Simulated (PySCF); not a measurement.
Al(F)(Me)(vinyl) (C3H6AlF), SMILES [CH](=C)[Al]([F])[CH3]. The structure is a stationary point at B3LYP-D3(BJ)/def2-SVP. The structure was generated by enumeration; whether it is a known compound was not checked. The values are those of a single conformer.

Computed equilibrium geometry at B3LYP-D3(BJ)/def2-SVP (PySCF confirms it by a frequency run) as a Z-matrix (one conformer of several):
```
Al
F 1 1.6744
C 1 1.9388 2 117.49
C 3 1.3455 1 121.08 2 -179.90
H 4 1.0978 3 122.12 1 -0.01
H 4 1.0980 5 114.98 3 180.00
H 3 1.0992 4 116.70 5 179.98
C 1 1.9468 2 117.95 3 180.00
H 8 1.1019 1 113.06 2 179.65
H 8 1.1038 9 107.76 1 122.76
H 8 1.1038 9 107.73 10 114.56
```
Charge 0, spin multiplicity 1.
